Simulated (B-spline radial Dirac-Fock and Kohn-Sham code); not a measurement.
**The Cr-like isoelectronic sequence (24 electrons), Z = 36 to 46**

Calculated with an atomic code on a B-spline grid, using Dirac-Fock ΔSCF + Breit + QED. Binding energies in eV, tabulated ground configurations ([Ar] 3d6 throughout). No correlation.

```csv
ion,1s,2s,2p3/2,3s,outermost level,NIST ionisation energy
Kr¹²⁺,14668.4,2269.9,2019.3,592.6,395.6 (3d),391 ± 4
Rb¹³⁺,15582.6,2450.4,2185.4,657.1,449.5 (3d),443 ± 3
Sr¹⁴⁺,16526.8,2638.4,2358.4,725.0,506.4 (3d),499 ± 3
Zr¹⁶⁺,18505.9,3037.7,2725.2,870.5,629.5 (3d),622 ± 3
Nb¹⁷⁺,19541.1,3249.0,2918.9,948.2,695.6 (3d),688 ± 3
Mo¹⁸⁺,?,?,?,?,?,?
Tc¹⁹⁺,21703.9,3695.1,3327.1,1113.7,837.2 (3d),829 ± 4
Ru²⁰⁺,22831.8,3930.1,3541.5,1201.5,912.5 (3d),905 ± 4
Rh²¹⁺,23991.2,4173.0,3762.8,1292.7,991.0 (3d),984 ± 4
Pd²²⁺,25182.0,4424.1,3991.1,1387.2,1072.5 (3d),1065 ± 4
```

Task: Fill in the row of Mo¹⁸⁺.

Result: 1s 20607.0, 2s 3468.1, 2p3/2 3119.5, 3s 1029.3, outermost 764.9 (3d), NIST 758 ± 3 eV.

NIST's values are for the lowest levels; a dash marks a value that is missing or belongs to another shell. Their kind here: theoretical. Where a p, d or f shell is open in either ion the computed value averages over both j values and all terms, while the table refers to the lowest levels; that difference holds spin-orbit splitting (largest in heavy or highly charged ions), term energies where several electrons share open shells, and correlation, and it can reach 10 % or more.
